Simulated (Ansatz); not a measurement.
(X3Sn)2Y: binding per atom (eV) at several levels, gas phase, relaxed structures; Ansatz. Core potentials for Sn in the def2 sets, no spin–orbit coupling. Binding counts from free atoms in the multiplicity of their measured ground term, without zero-point energy. A dash marks a value that wasn't run or was left out as unsound. The structures are stationary points that may keep the symmetry of their start. Correlated methods freeze inner cores and use unrestricted references for open shells.

| species | state | geometry | HF/STO-3G | PBE-D4/def2-SVP | PBE-D4/def2-TZVP | PBE0-D4/def2-TZVP | CCSD(T)/def2-TZVP |
| --- | --- | --- | --- | --- | --- | --- | --- |
| (H3Sn)2Se (Sn2H6Se) | singlet | PBE0-D4/def2-SVP | 3.04 | 2.33 | 2.35 | 2.35 | 2.29 |
| (H3Sn)2O (Sn2OH6) | singlet | PBE0-D4/def2-SVP | 2.80 | 2.50 | 2.54 | 2.50 | 2.47 |
| (H3Sn)2S (Sn2H6S) | singlet | r2SCAN-D4/def2-SVP | 2.99 | 2.38 | 2.40 | 2.40 | 2.34 |
| (F3Sn)2NH (Sn2NF6H) | singlet | PBE0-D4/def2-SVP | – | 3.64 | 3.70 | 3.49 | – |
| (H3Sn)2NH (Sn2NH7) | singlet | r2SCAN-D4/def2-SVP | 2.80 | 2.50 | 2.53 | 2.49 | 2.44 |
| (H3Sn)2CH2 (CH8Sn2) | singlet | PBE0-D4/def2-SVP | 3.29 | 2.73 | 2.75 | 2.74 | 2.68 |

Question: Estimate the column for r2SCAN-D4/def2-TZVP.

Answer: (H3Sn)2Se (Sn2H6Se) 2.38; (H3Sn)2O (Sn2OH6) 2.56; (H3Sn)2S (Sn2H6S) 2.43; (F3Sn)2NH (Sn2NF6H) 3.57; (H3Sn)2NH (Sn2NH7) 2.52; (H3Sn)2CH2 (CH8Sn2) 2.76.
